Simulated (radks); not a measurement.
Os, 76 electrons, occupied as [Xe] 4f13 5d6 6s2 6p1 (not the ground configuration). All-electron calculation, scalar-relativistic Kohn-Sham, PBE, spin-polarised, spherical densities, finite nucleus; open shells are filled with parallel spins first (spin-orbit coupling, left out, can overturn this in heavy ions); Fermi nuclear charge, rms radius 5.4126 fm. Program: a radial shooting solver on a logarithmic mesh with Libxc functionals.

Normalised radial functions P(r) = r R(r), r in bohr:

r	5d down
0.003253	0.0002
0.004444	0.0004
0.00612	0.0008
0.008428	0.0019
0.01151	0.0044
0.01586	0.0099
0.02184	0.0216
0.03007	0.0448
0.04108	0.0851
0.05657	0.1486
0.07791	0.2242
0.1064	0.2698
0.1466	0.2149
0.2019	0.0055
0.278	-0.2793
0.3798	-0.4030
0.523	-0.1802
0.7202	0.3040
0.9839	0.7221
1.355	0.8465
1.866	0.6820
2.57	0.4151
3.511	0.1958
4.835	0.0655
6.658	0.0143
9.096	0.0018
12.53	0.0001

5d down: eigenvalue -9.099 eV, 2 radial nodes at r = 0.203, 0.595 bohr, <r> = 1.67 bohr, 90 % of the charge inside 2.62 bohr.
